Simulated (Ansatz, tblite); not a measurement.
Cost and result up the ladder for the cluster PbO₂ (the lowest singlet isomer of a short search) (3 atoms). The state is a singlet with charge 0. Geometry: r2SCAN-D4/def2-TZVP.

```xyz
3

Pb    1.254   -0.255    0.198
O    -0.818   -0.421    0.401
O    -0.437    0.676   -0.599
```

Ansatz on 4 threads of Arm Neoverse V1 on a shared host; xTB runs through tblite on one thread. Times are rough, summed over both states, and most runs start from the orbitals of an earlier one. PBE0-D4/def2-TZVP serves as the yardstick here, not as an exact answer. The other state is a doublet.

In the def2 sets Pb takes a core potential; there is no spin–orbit coupling. The xTB rows come from tblite. Correlated methods freeze 6 core orbitals; core or outer-core shells of Pb are correlated, in sets that lack core-valence functions. In CCSD on the charge 1 doublet the largest single amplitude is 0.32, so its Hartree–Fock determinant may place the open shell otherwise than the density functionals do. The structure holds 1 bond(s) between oxygen atoms. The structure comes from a short search, and lower isomers may exist.

Run but left out: HF/def2-TZVPP (singlet: restricted singlet, unstable towards broken spin symmetry); MP2/def2-TZVPP (charge +1 doublet: ⟨S²⟩ 0.97, where a pure state has 0.75).

Correlated methods converge slowly with the basis.

Raw xTB energies of ions are shifted by several eV.

```csv
level,functions,vertical IE (eV),difference from PBE0-D4/def2-TZVP (eV),remarks
CCSD(T)/def2-TZVPP,112,8.25,0.00,"large T1 (0.029) (singlet), large T1 (0.066) (+1 doublet), restricted SCF unstable (singlet), spin-contaminated (⟨S²⟩ 0.97) (+1 doublet)"
GFN2-xTB,12,14.34,6.09,–
GFN1-xTB,12,15.41,7.16,–
PBE0-D4/def2-TZVP,112,8.25,0.00,–
r2SCAN-D4/def2-TZVP,112,8.23,-0.02,–
PBE-D4/def2-TZVP (with forces),112,8.23,-0.02,–
```

Estimate how long each takes.

GFN2-xTB 0.002 s; GFN1-xTB 0.004 s; PBE-D4/def2-TZVP (with forces) 1.6 s; r2SCAN-D4/def2-TZVP 3.2 s; PBE0-D4/def2-TZVP 4.1 s; CCSD(T)/def2-TZVPP 13 s. On shared hardware such times vary by a factor of up to 3.
